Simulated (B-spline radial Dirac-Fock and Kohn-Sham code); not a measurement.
# Energy-loss ionisation edge M3 (3p3/2) of Ca

System: neutral calcium, configuration [Ar] 4s2. Level of theory: the first Born approximation with generalised oscillator strengths from a Dirac-Hartree-Slater potential (longitudinal and transverse terms; continuum final states only, so no white lines or fine structure); an atomic code on a B-spline grid. The edge is taken at 32.80 eV (orbital energy of the model).

Input file task.json (cfg lists n, l and occupation; rrms is the nuclear radius in fm):

```json
{"items": [{
  "Z": 20,
  "q": 0,
  "cfg": [[1, 0, 2], [2, 0, 2], [2, 1, 6], [3, 0, 2], [3, 1, 6], [4, 0, 2]],
  "A": 40,
  "rrms": 3.4776,
  "do": "eels",
  "beams": [[60, 10], [80, 5], [80, 10], [80, 20], [80, 50], [100, 10], [120, 5], [120, 10], [200, 5], [200, 20], [200, 100], [300, 5], [300, 10], [300, 50]]
}]}
```

Launch: `python xray2_run.py task.json out`

Partial cross sections σ(β, Δ) in barn, integrated over a window Δ above the edge and up to the collection semi-angle β, for parallel illumination:

```tsv
E₀ (kV)	β (mrad)	Δ = 25 eV	Δ = 50 eV	Δ = 100 eV	Δ = 200 eV	Δ = 300 eV
60	10	?	?	?	?	?
80	5	46900	60900	76000	84400	86200
80	10	65400	86200	107000	120000	122000
80	20	89300	123000	154000	170000	174000
80	50	99400	143000	189000	219000	227000
100	10	59600	78900	98400	110000	112000
120	5	40000	52200	65600	73300	75000
120	10	55500	73800	92100	103000	105000
200	5	34200	45000	56700	63600	65300
200	20	54100	76900	101000	114000	117000
200	100	55000	78800	105000	123000	129000
300	5	31800	42100	53000	59600	61200
300	10	41600	57400	72600	81100	83300
300	50	45300	64700	86200	101000	106000
```

Problem. Give the row for 60 kV and 10 mrad.

Solution. 74500 b for 25 eV, 97500 b for 50 eV, 121000 b for 100 eV, 135000 b for 200 eV, 138000 b for 300 eV.

Values without a named source are computed, but for edge energies of neutral atoms, which are taken from tables.
